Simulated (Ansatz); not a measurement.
Program: Ansatz. Geometries: PBE0-D4/def2-TZVP. ΔE: electronic, gas phase. CCSD(T)/CBS is the MP2 limit (def2-TZVPP, def2-QZVPP) plus CCSD(T) − MP2 in def2-TZVPP, frozen cores. DFT in def2-TZVPP. One conformer a species, not always the lowest.

`OBC(F)[SiH3]` + `NCBCl` → `[SiH3]NCBCl` + `OBCF`  (ligand exchange at the Si–C bond)

`OBC(F)[SiH3]`:

Z-matrix (Å, degrees):
```
C
B 1 1.563
Si 1 1.906 2 111.9
F 1 1.403 2 111.8 3 -121.3
H 1 1.099 2 110.5 3 118.6
O 2 1.354 1 117.4 3 -66.5
H 2 1.200 1 121.2 3 111.7
H 3 1.485 1 108.8 2 65.7
H 3 1.486 1 110.0 2 -54.2
H 3 1.485 1 109.0 2 -174.1
H 6 0.959 2 113.5 1 178.3
```

`NCBCl`:

Cartesian coordinates in Å:
```
N -0.273 -0.272 -1.292
C 0.464 -0.282 -0.051
B 0.028 0.712 1.053
Cl -1.479 1.594 0.950
H -1.263 -0.139 -1.135
H -0.146 -1.125 -1.817
H 0.456 -1.254 0.491
H 1.533 -0.105 -0.238
H 0.681 0.871 2.039
```

`[SiH3]NCBCl`:

Z-matrix (Å, degrees):
```
Si
N 1 1.722
H 1 1.495 2 114.8
H 1 1.487 2 107.7 3 118.9
H 1 1.485 2 108.1 3 -120.8
C 2 1.453 1 121.5 3 -68.5
H 2 1.009 1 116.1 3 76.0
B 6 1.559 2 115.1 1 -63.1
H 6 1.105 2 109.2 1 -176.3
H 6 1.101 2 114.2 1 67.5
Cl 8 1.748 6 119.0 2 165.2
H 8 1.191 6 123.7 2 -18.7
```

`OBCF`:

```xyz
8

O     0.107    1.441   -0.712
B     0.498    0.218   -0.287
C    -0.565   -0.628    0.503
F    -0.075   -1.868    0.895
H     0.790    1.918   -1.189
H     1.604   -0.193   -0.506
H    -1.462   -0.794   -0.107
H    -0.897   -0.093    1.403
```

CCSD(T)/CBS gives -46.3 kJ/mol.

Q: Another level gave -47.2 kJ/mol. Which?
A. PBE0-D4/def2-TZVPP
B. PBE-D4/def2-TZVPP
C. HF/def2-TZVPP
D. CCSD(T)/def2-TZVPP

A: D. CCSD(T)/def2-TZVPP -47.2, PBE-D4 -34.5, HF/def2-TZVPP -60.4, PBE0-D4 -40.4 kJ/mol.

Largest T1 diagnostic among the species: 0.013.

In def2-TZVPP, CCSD(T) changes the Hartree–Fock value by +13.2 kJ/mol (the triples alone add +2.3 kJ/mol) and MP2 by +10.2 kJ/mol. From PBE to PBE0 (25 % exact exchange), in def2-TZVPP and without D4, ΔE moves by −5.8 kJ/mol.
